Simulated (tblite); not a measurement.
Species: C₆H₉NO₂.
Z-matrix (Å and degrees, GFN2-xTB geometry), rows numbered from 1:
```
O 
C   1  1.2064
N   2  1.3442  1  125.60
C   3  1.4341  2  122.33  1     3.09
C   4  1.5116  3  118.10  2  -129.31
C   5  1.3300  4   94.21  3  -120.97
C   6  1.5091  5   94.79  4     2.70
C   7  1.5288  4  115.56  3     5.71
O   8  1.4106  7  113.18  4    51.51
H   2  1.1062  1  122.69  3  -179.14
H   3  1.0113  2  121.07  1   175.34
H   4  1.0933  3  107.05  2     1.06
H   5  1.0741  4  131.12  3    61.02
H   6  1.0755  5  134.39  4  -176.44
H   7  1.0914  4  114.56  3  -122.29
H   8  1.0992  7  109.10  4   174.66
H   8  1.0927  7  109.93  4   -66.48
H   9  0.9650  8  108.28  7    57.59
```

Level: GFN2-xTB in tblite, geometry and Hessian alike; calculated harmonic values, unscaled, isolated species. The method is semi-empirical: single wavenumbers can be off by several per cent or more. One conformer, not necessarily the lowest.

Harmonic wavenumbers (cm⁻¹): 46.9, 114.1, 150.1, 170.4, 216.3, 240.0, 300.1, 385.0, 408.4, 462.7, 607.6, 622.5, 714.8, 809.4, 831.4, 854.2, 900.6, 923.1, 937.0, 965.6, 1007.9, 1025.1, 1057.1, 1108.4, 1128.3, 1152.9, 1167.1, 1191.9, 1208.3, 1236.4, 1261.9, 1277.2, 1314.5, 1342.8, 1376.7, 1418.5, 1470.3, 1650.9, 1764.8, 2771.0, 2885.2, 2954.3, 2965.0, 2981.7, 3112.4, 3136.3, 3398.0, 3523.6.

A = 2752, B = 1200, C = 990.4 MHz; mass 127.063 u (most abundant isotopes); point group C1, symmetry number 1.

Task: Zero-point energy?

Result: Half the sum of the wavenumbers: 31274 cm⁻¹ = 374.12 kJ/mol.

Task: Entropy at 200 K, 1 bar (ideal gas, RRHO, classical rotation)?

Result: Translation 160.98, rotation 116.26, vibration 63.97: S = 341.2 J/(mol K).

Task: And Cp and H(200 K) − H(0)?

Result: Cp = 107.21 J/(mol K), of which vibrations give 73.96 (their classical limit is 48 R = 399.1); H(200 K) − H(0) = 13.87 kJ/mol without the zero-point energy, 7.22 from vibrations.

Task: How do the functions run with temperature in this model?

Result: 
```tsv
T (K)	S (J/(mol K))	Cp (J/(mol K))	H − H(0) (kJ/mol)	G − H(0) (kJ/mol)	ln q(vib)
100	280.9	70.8	4.97	-23.12	1.24
300	392.3	148.2	26.60	-91.07	5.55
500	486.9	225.4	64.34	-179.14	10.08
800	610.2	297.5	143.85	-344.30	16.87
1000	680.0	327.7	206.54	-473.47	21.16
```

q(vib) and H(0) count from the zero-point level.

Task: What must be added to the electronic energy to get the Gibbs energy at 200 K and 1 bar?

Result: ZPE + [H(200 K) − H(0)] − T·S = 374.12 + 13.87 − 68.24 = 319.75 kJ/mol.

Task: Which modes carry the vibrational entropy at 200 K?

Result: 46.9 cm⁻¹: 17.39; 114.1 cm⁻¹: 10.19; 150.1 cm⁻¹: 8.07; 170.4 cm⁻¹: 7.12; 216.3 cm⁻¹: 5.43; 240.0 cm⁻¹: 4.74 J/(mol K); the other 42 give 11.04 together.

Task: Blend soft modes into free rotors: weight 1/[1 + (100 cm⁻¹/ν̃)⁴] for the oscillator and the rest for a rotor with moment μB/(μ + B), μ = h/(8π²ν), B = 10⁻⁴⁴ kg m². What vibrational entropy results?

Result: 60.41 J/(mol K) in place of 63.97, which changes −T·S at 200 K by +0.71 kJ/mol.

Hindered rotation and anharmonicity are outside this model. Other conformers, if any are populated, would add a mixing term that is left out. The structure is chiral; the term R ln 2 for an equal mix with its mirror image is left out.
